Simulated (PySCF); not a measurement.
Molecule: ReF$_{4}$, net charge 0, quartet state. The spin state was set by rule; other spins were not relaxed. 
Structure (B3LYP-D3(BJ)/def2-TZVP (Ansatz) minimum search):
```xyz
5

Re     0.0000     0.0000     0.0000
F      0.9687    -0.6345    -1.4625
F     -0.9687     0.6345     1.4625
F      0.0966     1.7315    -0.6873
F     -0.0966    -1.7315     0.6873
```
Charge 0, spin multiplicity 4.

Dispersion corrections to the total energy (kcal/mol) from the dftd3 and dftd4 libraries through PySCF: D3(BJ) without and D4 with the three-body term, each with the damping fitted for the functional named.

```json
[
 {"functional": "TPSS", "D3(BJ)": "…", "D4": "-2.83"},
 {"functional": "B2GP-PLYP", "D3(BJ)": "…", "D4": "-0.87"},
 {"functional": "BHLYP", "D3(BJ)": "-2.86", "D4": "…"},
 {"functional": "revPBE", "D3(BJ)": "-3.97", "D4": "-5.87"},
 {"functional": "B3LYP", "D3(BJ)": "-3.23", "D4": "-3.45"},
 {"functional": "B2PLYP", "D3(BJ)": "-1.66", "D4": "-1.44"},
 {"functional": "PBE0", "D3(BJ)": "-1.50", "D4": "-1.76"}
]
```

Complete the blanks.


- TPSS, D3(BJ): -2.16
- B2GP-PLYP, D3(BJ): -1.93
- BHLYP, D4: -2.87
